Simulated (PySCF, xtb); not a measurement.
Si(Me)2(OH)(PH2) (C2H9OPSi), SMILES [Si](P)(C)(C)O. The values are those of a single conformer.

Harmonic wavenumbers (cm⁻¹) from xtb 6.7.1 with GFN2-xTB at its own minimum, in rising order: 64, 89, 102, 122, 136, 186, 211, 217, 258, 453, 661, 680, 705, 737, 778, 788, 810, 819, 850, 899, 1146, 1370, 1374, 1481, 1485, 1486, 1489, 2287, 2373, 3031, 3035, 3037, 3043, 3051, 3056, 3650.

Problem. What does B3LYP-D3(BJ)/def2-SVP run with PySCF 2.14.0 give at its own minimum? (Estimate from the structure and the level; the computed values follow.)

Solution. 99, 130, 153, 162, 165, 175, 216, 240, 268, 432, 627, 641, 682, 689, 747, 777, 794, 800, 866, 918, 1093, 1268, 1273, 1428, 1428, 1435, 1441, 2362, 2377, 3019, 3023, 3104, 3108, 3124, 3125, 3866. Paired by order, the mean absolute difference is 44 cm⁻¹ and the zero-point energies are 65.7 and 65.8 kcal/mol.
